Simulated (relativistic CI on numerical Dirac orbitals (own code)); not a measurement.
## As¹⁹⁺: sensitivity of the levels to the model

Base calculation: Dirac-Coulomb-Breit CI, separate exchange-only KLI orbitals for each configuration, a model potential for QED, unscaled Slater integrals.

CI space (outside the closed core [Ne]): 3s²3p², 3s3p³, 3s²3p3d, 3p⁴, 3s3p²3d, 3p³3d, 3s3p3d², 3s²3d4p, 3p³4s, 3s²3p4s, 3p³4p, 3s3p3d4s, 3s²3p4p, 3s²3p4d, 3s3p²4s, 3s²3p4f, 3p²3d4p, 3s3p²4p, 3s3p²4d, 3s3p²4f, 3s²3p5s, 3s²3p5p, 3s²4s4p, 3s²3p5d, 3s²3p5f, 3s²3p5g, 3s3p4s², 3s3p²5s, 3s²3d², 3s3d³, 3p²3d², 3p3d³, 3p3d²4s, 3p3d²4p, 3p3d²4d, 3s²3d4s, 3s3d²4s, 3s3p3d4p, 3s3d²4p, 3s3d4s4p, 3s3d4p², 3s3d4p4d, 3p²3d4s, 3p3d4s², 3p3d4s4p, 3p3d4s4d, 3s²4s², 3s3d4s², 3s²4p², 3s3p4s4p, 3s4s²4p, 3s4s4p², 3s4s4p4d. Double excitations out of closed p, d and f shells are left out; levels of such configurations are missing from the list, as are those of other unlisted configurations, and high levels can miss mixing partners. These lack a partner that the ground configuration has and come out too high: 3s3p²4d, 3s3p²4f, 3s3p²5s, 3s²3p4f, 3s²3p5s.

Variants: (1) QED terms removed. Shifts of the energy above 3s²3p² ³P0, in cm⁻¹, for the lowest level and the first level of each name with at least 55 % of one term (blank where a level changes its place among those of its configuration and J or its character, or is not in the variant):

| Level | Base | Δ(1) |
| --- | --- | --- |
| 3s²3p² ³P0 | 0 | 0 |
| 3s²3p² ³P1 | 40428 | -114 |
| 3s²3p² ³P2 | 62030 | -132 |
| 3s²3p² ¹D2 | 125043 | -227 |
| 3s²3p² ¹S0 | 189426 | -198 |
| 3s3p³ ⁵S°2 | 372197 | +1493 |
| 3s3p³ ³D°1 | 474410 | +1358 |
| 3s3p³ ³D°2 | 477040 | +1344 |
| 3s3p³ ³D°3 | 492890 | +1298 |
| 3s3p³ ³P°0 | 549807 | +1319 |
| 3s3p³ ³P°1 | 554780 | +1290 |
| 3s3p³ ³S°1 | 665256 | +1519 |
| 3s²3p3d ³F°2 | 668026 | +79 |
| 3s²3p3d ³F°3 | 689198 | -48 |
| 3s²3p3d ³F°4 | 727179 | -153 |
| 3s²3p3d ³P°0 | 799200 | +44 |
| 3s²3p3d ³D°3 | 806411 | +53 |
| 3s²3p3d ³P°1 | 806791 | +90 |
| 3s²3p3d ¹F°3 | 876909 | -100 |
| 3s²3p3d ¹P°1 | 902866 | +83 |
| 3s3p²3d ⁵F1 | 986490 | +1658 |
| 3s3p²3d ⁵F2 | 994944 | +1627 |

At this charge energies of transitions that change n are usually good to better than 1 %, and those within a shell (Δn = 0) to a few per cent.

Ionisation energy from the two ground configurations alone: base 771.625 eV. The NIST ASD value (semi-empirical) is 774 eV.

LS names give the leading component of a level, which can be under half, so a name can repeat, a term be missing and a line seem to break the LS rules.
